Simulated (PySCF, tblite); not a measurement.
Isomers of C5H9NS. Method: GFN2-xTB as coded in tblite; computed harmonic values from a numerical Hessian at the method's own geometry, unscaled. This tight-binding method is rough: wavenumbers can miss measured ones by several per cent, in bad cases by 10 to 20. Modes of hydrogen on sulfur can be 10 to 20 % off. One conformer each.

Electronic energies: PBE0/pcSseg-1 single points on the GFN2-xTB geometries (PySCF, gas phase).

| SMILES | electronic energy, lowest = 0 (kJ/mol) |
| --- | --- |
| N[C@]12C[C@](S)(C1)C2 | 138.7 |
| [H]/N=C\[C@H]1CCSC1 | 0.0 |
| C=CC(=S)N(C)C | 43.5 |
| C/N=C/C=C\SC | 92.3 |

Task: How do GFN2-xTB zero-point energies change the relative energies?

Result: 
| SMILES | ZPE (kJ/mol) | of it from modes above 1550 cm⁻¹ | electronic (kJ/mol) | with ZPE, lowest = 0 (kJ/mol) | lowest mode (cm⁻¹) | rings |
| --- | --- | --- | --- | --- | --- | --- |
| [H]/N=C\[C@H]1CCSC1 | 347.2 | 173.0 | 0.0 | 0.0 | 55 | 1 |
| C=CC(=S)N(C)C | 339.3 | 173.0 | 43.5 | 35.7 | 65 | 0 |
| C/N=C/C=C\SC | 334.9 | 172.0 | 92.3 | 80.1 | 84 | 0 |
| N[C@]12C[C@](S)(C1)C2 | 340.7 | 163.5 | 138.7 | 132.2 | 138 | 3 |

The zero-point energies span 12.3 kJ/mol, from `C/N=C/C=C\SC` to `[H]/N=C\[C@H]1CCSC1`. The order is unchanged.

Task: And how do the electronic energies of GFN2-xTB itself compare?

Result: `[H]/N=C\[C@H]1CCSC1` 0.0; `C=CC(=S)N(C)C` 10.0; `C/N=C/C=C\SC` 65.2; `N[C@]12C[C@](S)(C1)C2` 111.4 kJ/mol, lowest = 0. Against the energies above, taken from the same isomer `[H]/N=C\[C@H]1CCSC1`, the largest difference is 33.5 kJ/mol.

Task: What do entropy and thermal enthalpy add at 298.15 K and 1 bar (rigid rotor, harmonic oscillator, one conformer each)?

Result: 
| SMILES | point group | symmetry number | S (J/(mol K)) | H − H(0) (kJ/mol) | ZPE + H − H(0) − TS (kJ/mol) |
| --- | --- | --- | --- | --- | --- |
| [H]/N=C\[C@H]1CCSC1 | C1 | 1 | 361.5 | 21.99 | 261.4 |
| C=CC(=S)N(C)C | C1 | 1 | 389.2 | 26.01 | 249.3 |
| N[C@]12C[C@](S)(C1)C2 | Cs | 1 | 348.6 | 21.69 | 258.5 |

Not tabulated: `C/N=C/C=C\SC` (point group not settled).
